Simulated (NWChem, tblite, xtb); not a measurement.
**B2PH5S (SMILES BSBP): the dipole moment, rung by rung**

The species is B2PH5S (9 atoms), meant as a singlet with charge 0. SMILES: `BSBP`. The coordinates come from a GFN2-xTB relaxation. This is one conformer, not always the lowest.

```xyz
9

B    -0.9019    2.0302    0.4540
S    -0.8188    0.6397   -0.6352
B     0.3477   -0.4971    0.1319
P     0.3753   -2.2907   -0.3895
H    -1.6222    2.8961    0.1523
H    -0.2719    2.0513    1.4361
H     0.9818   -0.1387    1.0471
H     1.7351   -2.5128   -0.4481
H     0.1748   -2.1780   -1.7486
```

Quantity: the dipole moment, in D. The values are calculated.

```
                             level            kind  program  value (D)
                         IPEA1-xTB  semi-empirical   tblite       1.78
                          GFN2-xTB  semi-empirical      xtb       1.52
                          GFN1-xTB  semi-empirical   tblite       1.09
                          GFN0-xTB  semi-empirical      xtb       2.30
                         HF/STO-3G    Hartree–Fock   NWChem       0.80
                          HF/3-21G    Hartree–Fock   NWChem       1.64
                       HF/def2-SVP    Hartree–Fock   NWChem       1.07
                    SVWN5/def2-SVP             LDA   NWChem       1.14
B3LYP/6-31G* (spherical functions)   global hybrid   NWChem       0.99
B3LYP/6-31G* (Cartesian functions)   global hybrid   NWChem       1.00
```

The values span 0.80 to 2.30 D. Magnitudes only. Sets without polarisation functions give poor dipoles. Without the sets that lack polarisation functions the rows with a basis span only 0.99 to 1.14 D.
